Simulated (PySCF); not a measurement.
Harmonic spectrum computed at PBE in the def2-TZVP basis family (core potentials from Rb on, PySCF, no spin–orbit coupling):

| symmetry | ω (cm⁻¹) | IR (km/mol) |
| --- | --- | --- |
| a1 | 591 | 111 |
| b2 | 1670 | 206 |
| a1 | 1677 | 64.5 |

**Question.** Which molecule gave it? In each, all ligands are bound to the one heavy central atom.
A. CrH₂ (quintet)
B. SiH₂ (singlet)
C. BeH₂ (singlet)
D. AsH₂ (doublet)
E. H₂O (singlet)

**Answer.** A. It has C2v symmetry with Cr–H 1.637 Å (×2).
